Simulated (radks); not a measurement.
Ionisation of the molybdenum ion Mo+, [Kr] 4d5, to [Kr] 4d4 as the strength of local exchange is varied. Method: Dirac Kohn-Sham, Slater X-alpha exchange (alpha = 2/3 is LDA exchange), no correlation, spin-unpolarised, spherical densities, point nucleus; open shells fill j = l - 1/2 first; computed with a radial shooting solver on a logarithmic mesh with Libxc functionals.

| alpha | E(Mo+) (hartree) | exchange (hartree) | IE (eV) | -e of the level emptied (eV) | <r> of it (bohr) |
|---|---|---|---|---|---|
| 0.589 | -4027.48648 | -101.58935 | 13.290 | 8.524 (4d5/2) | 1.997 |
| 0.667 | -4040.96213 | -115.42543 | 14.237 | 9.309 (4d5/2) | 1.940 |
| 0.699 | -4046.50354 | -121.12761 | 14.639 | 9.645 (4d5/2) | 1.918 |
| 0.804 | -4064.73921 | -139.94332 | 16.017 | 10.812 (4d5/2) | 1.849 |
| 1.004 | -4099.69778 | -176.22826 | 18.887 | 13.298 (4d5/2) | 1.734 |

NIST Atomic Spectra Database: 16.2 +/- 0.12 eV (semi-empirical). The Delta-SCF value meets it near alpha = 0.81. Spin polarisation and multiplet splitting are left out, so open shells lie too high by an amount that depends on their filling.

Beside tabulated values, note that spin-unpolarised runs miss the spin-polarisation part of the exchange energy of open shells.
